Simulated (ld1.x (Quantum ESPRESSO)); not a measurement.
**aluminium: PAW pseudisation with PW91, scalar-relativistic reference atom.**

Input for ld1.x (Quantum ESPRESSO) 7.5:

```
&input
   title='Al', zed=13., rel=1, dft='PW91', iswitch=3,
   config='[Ne] 3s1.5 3p0 3d-2',
   nld=3, rlderiv=2.35, eminld=-3.0, emaxld=5.0, deld=0.02
 /
 &inputp
   pseudotype=3, lpaw=.true., tm=.true., lloc=-1, rcloc=1.25,
   nlcc=.true., new_core_ps=.true.,
   which_augfun='BESSEL', rmatch_augfun=1.55,
   file_pseudopw='Al.UPF', file_wfcaegen='ae.wfc', file_wfcncgen='nc.wfc', file_beta='beta', file_chi='chi', file_wfcusgen='us.wfc'
 /
6
3S  1  0   1.50   0.00  1.50  1.65  0.0
3S  1  0   0.00  -0.80  1.50  1.65  0.0
3P  2  1   0.00   0.00  1.55  2.15  0.0
3P  2  1   0.00  -0.30  1.55  2.15  0.0
3D  3  2  -2.00   0.35  1.65  2.10  0.0
3D  3  2  -2.00   2.35  1.65  2.10  0.0
 &test
   configts(1)='3s1.5 3p0'
 /
```

Command:

```bash
ld1.x < Al.in > Al.out
```

The program printed (shortened: banner, matrices, multipoles, cross overlaps and the repeated all-electron block are left out):

```
Program LD1 v.7.5
     --------------------------- All-electron run ----------------------------

     Al
     scalar relativistic calculation

     atomic number is 13.00
     dft =PW91   lsd =0 sic =0 latt =0  beta=0.20 tr2=1.0E-14
     Exchange-correlation= PW91
                           (   1   4   2   2   0   0   0)
     mesh =1135 r(mesh) = 100.48924 a.u. xmin = -7.00 dx = 0.01250
     1 Ry =  13.60569312 eV, c = 137.03599908

     n l     nl                  e(Ry)          e(Ha)          e(eV)
     1 0     1S 1( 2.00)      -112.1947       -56.0973     -1526.4862
     2 0     2S 1( 2.00)        -9.0042        -4.5021      -122.5084
     2 1     2P 1( 6.00)        -6.1805        -3.0903       -84.0904
     3 0     3S 1( 1.50)        -1.4152        -0.7076       -19.2550
     3 1     3P 1( 0.00)        -0.9627        -0.4814       -13.0983

     final scf error:  2.9E-15 reached in  20 iterations

     Etot =    -484.554013 Ry,    -242.277007 Ha,   -6592.693203 eV

     Ekin =     485.467548 Ry,     242.733774 Ha,    6605.122484 eV
     Encl =   -1147.073898 Ry,    -573.536949 Ha,  -15606.735443 eV
     Eh   =     213.519251 Ry,     106.759625 Ha,    2905.077402 eV
     Exc  =     -36.466914 Ry,     -18.233457 Ha,    -496.157645 eV

     normalization and overlap integrals

     s(1S/1S) =  1.000000  <r> =   0.1202  <r2> =    0.0195  r(max) =   0.0779
     s(2S/2S) =  1.000000  <r> =   0.6255  <r2> =    0.4690  r(max) =   0.4954
     s(2P/2P) =  1.000000  <r> =   0.6017  <r2> =    0.4600  r(max) =   0.4264
     s(3S/3S) =  1.000000  <r> =   2.2853  <r2> =    6.0037  r(max) =   1.9592
     s(3P/3P) =  1.000000  <r> =   2.7161  <r2> =    8.5642  r(max) =   2.2763

     ------------------------ End of All-electron run ------------------------

     --------------------- Generating PAW atomic setup --------------------

      Generating local potential from pseudized AE potential:
      Matching radius rcloc =   1.2500

      Local pseudo, rcloc= 1.265 Estimated cut-off energy=    14.53 Ry

      Computing core charge for nlcc:

       r > 1.35 : true rho core
      Core charge pseudized with two Bessel functions
      Integrated core pseudo-charge :   3.41
      Wfc-us  3S rcutus= 1.665  Estimated cut-off energy=    15.11 Ry
      Wfc-us  3S rcutus= 1.665  Estimated cut-off energy=    15.89 Ry
      Wfc-us  3P rcutus= 2.138  Estimated cut-off energy=    16.15 Ry
      Wfc-us  3P rcutus= 2.138  Estimated cut-off energy=    17.32 Ry
      Wfc-us  3D rcutus= 2.086  Estimated cut-off energy=    25.85 Ry
      Wfc-us  3D rcutus= 2.086  Estimated cut-off energy=    34.81 Ry

     Required augmentation: BESSEL   radius:    1.550000
     Suggested rho cutoff for augmentation:  40.56 Ry

     Estimated PAW energy =  -38.449780 Ryd

     ------------------- End of pseudopotential generation -------------------

     Computing logarithmic derivative in   2.34860
     Computing logarithmic derivative in   2.34860
     Computing the partial wave expansion
     R is outside the sphere for l=    0 j= 0.00
     R is outside the sphere for l=    0 j= 0.00
     R is outside the sphere for l=    1 j= 0.00
     R is outside the sphere for l=    1 j= 0.00
     R is outside the sphere for l=    2 j= 0.00
     R is outside the sphere for l=    2 j= 0.00

     ---------------------- Testing the pseudopotential ----------------------

     Al
     scalar relativistic calculation

     atomic number is 13.00   valence charge is  3.00
     dft = SLA  PW   GGX  GGC   lsd =0 sic =0 latt =0  beta=0.20 tr2=1.0E-14
     mesh =1135 r(mesh) = 100.48924 xmin = -7.00 dx = 0.01250

     n l     nl             e AE (Ry)        e PS (Ry)    De AE-PS (Ry)
     1 0     3S   1( 1.50)       -1.41522       -1.41522        0.00000
     2 1     3P   1( 0.00)       -0.96271       -0.96271        0.00000

     eps = 3.6E-16  iter =  3

     Etot =    -484.554013 Ry,    -242.277007 Ha,   -6592.693203 eV
     Etotps =   -38.449785 Ry,     -19.224892 Ha,    -523.135971 eV

     Ekin =       4.225276 Ry,       2.112638 Ha,      57.487812 eV
     Encl =      -7.095738 Ry,      -3.547869 Ha,     -96.542434 eV
     Ehrt =       0.887590 Ry,       0.443795 Ha,      12.076283 eV
     Ecxc =     -36.466913 Ry,     -18.233457 Ha,    -496.157631 eV
     (Ecc =      -4.665089 Ry,      -2.332545 Ha,     -63.471775 eV)

     ---------------------- End of pseudopotential test ----------------------
```

Note: ghost state, extra bound levels that the all-electron valence spectrum of the same l lacks: s at -35.3 eV. A true bound ghost makes a file unfit for plane-wave use.

Generation and configuration tests took about 0.78 s on one core of a shared server CPU.

Transferability test of the new file with ld1.x, input:

```
&input
   title='Al', zed=13., rel=1, dft='PW91', iswitch=2,
   config='[Ne] 3s1.5 3p0 3d-2'
 /
 &test
   file_pseudo='Al.UPF', nconf=8,
   configts(1)='3s1.5 3p0',
   configts(2)='3s2 3p1',
   configts(3)='3s2 3p0',
   configts(4)='3s1 3p0',
   configts(5)='3s0 3p3',
   configts(6)='3s2 3p0.5',
   configts(7)='3s2 3p1.3',
   configts(8)='3s1 3p2'
 /
```

```bash
ld1.x < Al.test.in > Al.test.out
```

Pseudopotential blocks of its output, shortened (energy terms left out):

```
     ---------------------- Testing the pseudopotential ----------------------

     n l     nl             e AE (Ry)        e PS (Ry)    De AE-PS (Ry)
     1 0     3S   1( 1.50)       -1.41522       -1.41522        0.00000
     2 1     3P   1( 0.00)       -0.96271       -0.96271        0.00000

     eps = 4.2E-16  iter =  3

     Etot =    -484.554013 Ry,    -242.277006 Ha,   -6592.693202 eV
     Etotps =   -38.449785 Ry,     -19.224892 Ha,    -523.135971 eV

     ---------------------- End of pseudopotential test ----------------------
```

The test run then stopped with an error in new_paw_hamiltonian: “negative rho”.
